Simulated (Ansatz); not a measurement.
C2H8B2 can be A, `BBCC`, or B, `BCCB`.

Isolated molecules relaxed with PBE0-D4/def2-TZVP in Ansatz; ΔE leaves out vibrations. CCSD(T)/CBS is the MP2 limit (def2-TZVPP, def2-QZVPP) plus CCSD(T) − MP2 in def2-TZVPP, frozen cores. DFT in def2-TZVPP. One conformer a species, not always the lowest.

(1) Which is lower in electronic energy at CCSD(T)/CBS, and by how much? (An estimate is asked.)

(2) Give E(B) − E(A) in kJ/mol with LDA (SPW92), MP2/def2-TZVPP, ωB97M-V, PBE-D4, r2SCAN-D4, BLYP-D4, CCSD/def2-TZVPP. (Best estimate.)

(3) Does the order hold for the free energy at 298.15 K (harmonic terms from PBE0-D4)? (Estimate.)

Largest T1 diagnostic: 0.011.

Answers

(1) Ansatz gave: B, by 20.6 kJ/mol.

(2) The calculation gave: LDA (SPW92) -51.1, MP2/def2-TZVPP -36.8, ωB97M-V -22.5, PBE-D4 -25.2, r2SCAN-D4 -21.2, BLYP-D4 -3.2, CCSD/def2-TZVPP -10.7. None reverses the order clearly.

(3) Computed: Yes: G(B) − G(A) = -8.7 kJ/mol, for one conformer each. Modes under 60 cm⁻¹, often nearly free rotors, make the harmonic entropy too high.

Leaving LDA and LC-ωPBE aside and taking each functional with its dispersion term where it has one, the values, not all of them listed here, spread over 30.3 kJ/mol, from PBE-QIDH to BHLYP-D4. LDA lies −28.1 kJ/mol from PBE without D4. The D4 term adds −3.8 kJ/mol with B3LYP and −1.6 kJ/mol with PBE0; it sums over pairs of atoms, weighted by their polarisabilities, and B3LYP, whose exchange is more repulsive, gets the larger term.

B3LYP here is the variant with VWN-RPA as its local correlation; programs differ in this.
